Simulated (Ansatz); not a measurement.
Species: C₂H₄Si, SMILES `C1=C[SiH2]1` (charge 0, multiplicity 1), formula C$_{2}$H$_{4}$Si.

Question: How many basis functions does frozen-core CCSD(T)/cc-pVTZ // B3LYP-D3(BJ)/def2-TZVP (Ansatz, a quantum-chemistry and plane-wave program) use, how many core orbitals are frozen, and how many electrons are correlated?

Answer: 150 basis functions and 7 frozen orbitals, which leaves 16 correlated electrons. Core time is of the order of seconds.
